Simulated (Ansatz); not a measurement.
Born–Oppenheimer molecular dynamics of CH₇NO₃Si₂ (14 atoms, charge 0, multiplicity 1). It starts from a relaxed structure.

All numbers below come from UKS LDA/STO-3G in Ansatz.

| Property | Result |
| --- | --- |
| ensemble | NVT, Langevin thermostat |
| time step | 0.25 fs |
| steps asked | 250 |
| set temperature | 300 K |
| friction | 0.01 /fs |
| seed | 152973 |

First frame:

```xyz
14
Properties=species:S:1:pos:R:3
O 0.195 -2.049 2.033
Si 0.573 -0.534 1.342
N 1.335 -0.696 -0.224
C 0.696 0.231 -1.184
Si -0.744 0.736 -0.018
O -0.919 2.397 0.342
O -2.310 0.383 -0.608
H -0.255 -2.561 1.263
H 1.375 0.051 2.416
H 2.322 -0.965 -0.428
H 0.397 -0.260 -2.137
H 1.331 1.101 -1.461
H -1.820 2.591 -0.118
H -2.190 -0.454 -1.189
```

(1) How far do the bonds stretch over the last three quarters of this one trajectory? (Pairs bonded in most of those frames.)

Results:

(1) 
```tsv
bond	mean (Å)	spread (Å)	shortest	longest
O1–Si2	1.707	0.038	1.64	1.76
O1–H8	1.031	0.015	1.00	1.06
Si2–N3	1.751	0.029	1.71	1.80
Si2–Si5	2.298	0.021	2.27	2.32
Si2–H9	1.467	0.011	1.45	1.49
N3–C4	1.492	0.023	1.45	1.52
N3–H10	1.047	0.013	1.02	1.08
C4–Si5	1.906	0.021	1.87	1.96
C4–H11	1.117	0.034	1.06	1.17
C4–H12	1.114	0.018	1.08	1.15
Si5–O6	1.714	0.018	1.68	1.74
Si5–O7	1.722	0.009	1.70	1.74
O6–H13	1.033	0.021	0.99	1.07
O7–H14	1.028	0.011	1.01	1.05
```

Mean temperature of the second half: 223 K. The mean temperature of the second half is 26 % below the set value. A run of 0.062 ps of so small a system gives no equilibrium averages. Limits of this set-up: minimal basis.

Run time: 12 min on 1 thread of Arm Neoverse V2, on a shared host, peak memory 0.12 GiB.
